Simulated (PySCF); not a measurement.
Isomers of C3H5N. Gas-phase values, no solvent. One relaxed conformer stands for each flexible species; it need not be the lowest. Strings in code marks are SMILES.

Method: PBE-D3(BJ)/def2-TZVP // B3LYP-D3(BJ)/def2-TZVP in PySCF 2.14.0. All candidates: neutral, multiplicity 1. 

- HOMO–LUMO gap: 4.67 eV
- HOMO: -5.92 eV
- LUMO: -1.25 eV

**Question.** Identify which member has these values.
A. `CC=C=N`
B. `C1=NCC1`
C. `[H]/N=C\C=C` (C–C–C–N torsion 180°)
D. `C=C=NC`

**Answer.** B, `C1=NCC1`. The others give `[H]/N=C\C=C` (C–C–C–N torsion 180°): 3.76 eV, -6.17 eV, -2.42 eV; `CC=C=N`: 4.18 eV, -5.32 eV, -1.13 eV; `C=C=NC`: 4.52 eV, -5.42 eV, -0.90 eV
